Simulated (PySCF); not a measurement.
A structure optimised at PBE-D3(BJ)/def2-SVP, used in a PySCF frequency run:

```xyz
10

O      0.4621    -0.3775     1.6031
Si     0.2039    -0.0615     0.0342
O      0.0538    -1.2670    -1.0507
O      0.8678     1.3466    -0.4292
O     -1.5872     0.4010    -0.1420
H      0.2828    -1.2450     2.0112
H      0.8083    -1.7651    -1.4153
H      1.5741     1.7687     0.0956
H     -1.8099     1.3591    -0.1748
H     -2.0808    -0.0816    -0.8454
```
Charge +1, spin multiplicity 1.

Question: Write its SMILES and formula.

Answer: O[Si](O)(O)[OH2+], H5O4Si

Question: What are its rotational constants (standard atomic weights)?

Answer: 3.9980, 3.6732, 3.4061 GHz
